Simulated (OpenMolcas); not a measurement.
**Mo4+: effect of the basis set**

```
Program             : OpenMolcas 26.06
Method              : CASSCF
Active space        : 2 electrons in 10 orbitals (4d 5d)
State averaging     : 2S+1 = 3 even, 10 roots; 2S+1 = 1 even, 15 roots
Spin-orbit coupling : RASSI with atomic mean-field integrals over the reference wave functions, term energies averaged over their components
```

A. ANO-R2 [7s5p4d2f1g], X2C, finite nucleus; cost roughly 8 core-seconds
B. ANO-RCC-VTZP [7s6p4d2f1g], DKH2, point nucleus; cost about 9 core-seconds
C. ANO-RCC-VQZP [8s7p5d3f2g1h], DKH2, point nucleus; cost about 14 core-seconds

Energies in cm⁻¹ above 4d² ³F₂, the measured ground level; measured values from Sugar and Musgrove, J. Phys. Chem. Ref. Data 17, 155 (1988).

```json
{"Level": "4d² ³F₂", "A": "0.0", "B": "0.0", "C": "0.0", "Measured": "0.0"}
{"Level": "4d² ³F₃", "A": "1533", "B": "1495", "C": "1466", "Measured": "1578"}
{"Level": "4d² ³F₄", "A": "3318", "B": "3241", "C": "3184", "Measured": "3357"}
{"Level": "4d² ¹D₂", "A": "12558", "B": "12596", "C": "12685", "Measured": "10190"}
{"Level": "4d² ³P₀", "A": "13653", "B": "13693", "C": "13787", "Measured": "11161"}
{"Level": "4d² ³P₁", "A": "14261", "B": "14285", "C": "14367", "Measured": "11807"}
{"Level": "4d² ³P₂", "A": "15818", "B": "15805", "C": "15860", "Measured": "13408"}
{"Level": "4d² ¹G₄", "A": "18995", "B": "19048", "C": "19163", "Measured": "16354"}
{"Level": "4d² ¹S₀", "A": "43968", "B": "44276", "C": "44628", "Measured": "37738"}
```

Deviations, from unrounded energies. A percentage is the sum of absolute deviations over the sum of measured energies, with the sign that they share, or ± where signs differ.

```tsv
Against measurement	Levels	A	B	C
mean absolute deviation (cm-1)	8	2300	2400	2500
fine structure of the ground term (%)	2	-1.7	-4.0	-5.8
other terms of the ground configuration (%)	6	+18.5	+18.9	+19.7
```

A, B lie about equally close to measurement and C furthest from it. The largest miss of A in the table is 4d² ¹S₀, by +6200 cm-1. The ranking rests on the paired levels alone, and a cruder setting can come out closer through cancelling errors.

Among A to C the level of the table that moves most is 4d² ¹S₀, by 660 cm-1 (lowest in A, highest in C).

Without dynamic correlation excited terms often stand tens of per cent too high (terms of higher spin than the ground term too low), and those without a measured partner can miss by more than the paired ones. Active for correlation alone: 5d; no level in the range computed is led by a configuration that fills it, so any true level of that kind is missing. Measured partners are found by configuration, term and J. A level has none where our copy of the source lacks it or the pairing is in doubt (some pairs that miss far off the trend of their configuration count as doubtful), and it then counts in no deviation. Only configurations of the active space appear.
